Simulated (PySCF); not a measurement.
## Fractional electron number in Co⁺ (cobalt, charge +1)

The 3d beta orbital of [Ar] 3d8 is emptied in steps (occupation f), with all orbitals relaxed, ending at [Ar] 3d7. Calculation: PySCF 2.14, in aug-cc-pVDZ; no relativity, point nucleus. The exact energy is a straight line in f; departures are measured from the line between the end points of the same method.

| f | MN15 (eV) |
| --- | --- |
| 1 | 0.000 |
| 0.75 | -0.652 |
| 0.5 | -0.890 |
| 0.25 | -0.680 |
| 0 | 0.000 |

For MN15, how does the orbital energy at f = 1 compare with the removal energy?

−ε = 14.029 eV against a total-energy difference of 17.405 eV. By Janak's theorem ε = ∂E/∂f, so the gap between them reflects the curvature. Along the path −ε is 15.599 (f = 0.75), 17.329 (f = 0.5), 19.172 (f = 0.25) eV.

Reference removal energy between the ground levels: 17.084 eV (measured; NIST Atomic Spectra Database, ionization energies). The calculation has no spin-orbit coupling. The determinant left behind need not be the lowest term of the ion.
